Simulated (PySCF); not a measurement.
PbCl4 at several levels of theory

Computed with PySCF 2.14.0 (density fitting, no spin-orbit coupling) at the geometry relaxed with PBE0:

```xyz
5
PbCl4 (singlet)
Pb    0.0000    0.0000    0.0000
Cl    1.9651    0.0000    1.4005
Cl    0.0000    1.9651   -1.4005
Cl   -1.9651    0.0000    1.4005
Cl    0.0000   -1.9651   -1.4005
```

| level | basis | state | HOMO (eV) | gap (eV) | charge on Pb1 (e) | dipole about the centre of mass (D) | largest force component (eV/Å) |
| --- | --- | --- | --- | --- | --- | --- | --- |
| PBE0 | Pb def2-SVP with ECP60, Cl def2-SVP | singlet | -9.61 | 4.62 | 0.87 | 0.00 | 0.01 |
| BP86 | the same | singlet | -8.16 | 2.46 | 0.74 | 0.00 | 0.42 |
| M06-L | the same | singlet | -8.53 | 2.78 | 1.13 | 0.00 | 0.30 |
| TPSS | the same | singlet | -8.28 | 2.65 | 0.84 | 0.00 | 0.35 |
| PBE0 | Pb def2-TZVP with ECP60, Cl def2-TZVP | singlet | -9.79 | 4.70 | 1.11 | 0.00 | 0.38 |
| PBE0 | Pb x2c-SVPall, Cl x2c-SVPall | singlet | -9.59 | 4.60 | 0.95 | 0.00 | 0.15 |

Charges are Mulliken's, which hang on the basis. The relaxation used the grid (50, 194), these runs (75, 302) or, all-electron (x2c bases, spin-free X2C Hamiltonian), (99, 590).

What does B3LYP with Pb def2-SVP with ECP60, Cl def2-SVP give here?

state singlet, HOMO (eV) -9.19, gap (eV) 4.13, charge on Pb1 (e) 0.82, dipole about the centre of mass (D) 0.00, largest force component (eV/Å) 0.31. Time: 3.9 s on 2 threads of Arm Neoverse V1 (shared host), from an already converged density.

In the first row's basis the gap widens with exact exchange: 2.5 to 2.8 eV for BP86, TPSS, M06-L (none); 4.1 to 4.6 eV for B3LYP, PBE0 (a fixed share).
